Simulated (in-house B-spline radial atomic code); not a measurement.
## Binding energies in the terbium ion Tb²³⁺

NIST's tabulated ground configuration is [Kr] 4d6; each binding energy is the energy of the ion with one electron taken from that subshell, relaxed, less that of the parent. Method: Dirac-Hartree-Fock, average of configuration, Fermi nucleus of rms radius 5.06 fm. Calculated with an all-electron radial atomic-structure program (B-spline basis). Energies include first-order Breit, QED and recoil terms.

| subshell | X-ray name | binding energy (eV) | -ε (eV) | relaxation (eV) |
| --- | --- | --- | --- | --- |
| 1s | K | 52711.4 | 53000.1 | 61.3 |
| 2s | L1 | 9433.4 | 9487.9 | 27.9 |
| 2p1/2 | L2 | 8972 | 9029.9 | 32.0 |
| 2p3/2 | L3 | 8234.3 | 8281.5 | 29.8 |
| 3s | M1 | 2675.9 | 2689.5 | 8.3 |
| 3p1/2 | M2 | 2477.2 | 2491.1 | 9.0 |
| 3p3/2 | M3 | 2320.7 | 2332.0 | 8.3 |
| 4s | N1 | 1040.7 | 1043.4 | 1.4 |
| 4p1/2 | N2 | 956.1 | 958.7 | 1.4 |
| 4p3/2 | N3 | 914.6 | 916.6 | 1.2 |
| 4d | N4,5 | 776.6 | 778.1 | 1.2 |

Relaxation = -ε minus the binding energy without Breit, QED and recoil terms.

Emission lines follow as differences of binding energies, with λ = 12398.42 eV·Å / E:

```csv
line,holes,energy (eV),wavelength (Å)
K-L3,1s → 2p3/2,44477.1,0.27876
K-L2,1s → 2p1/2,43739.4,0.28346
K-M3,1s → 3p3/2,50390.7,0.24605
L1-M3,2s → 3p3/2,7112.7,1.7431
L3-M1,2p3/2 → 3s,5558.4,2.2306
```

Question: What screening constant σ does Moseley's law, E = (3/4)·13.6057 eV·(Z - σ)², need for K-L3?

Answer: σ = -1.02.

Moseley's non-relativistic formula needs a falling, then negative, screening constant for heavy elements, because relativity binds the 1s electron more strongly than the formula allows.

Question: What does it cost to remove both a 2p1/2 and a 3s electron?

Answer: 11754 eV, which is 106.4 eV more than the two single binding energies together.

Question: What does it cost to remove two 1s electrons?

Answer: 106600 eV, which is 1180 eV more than the two single binding energies together.
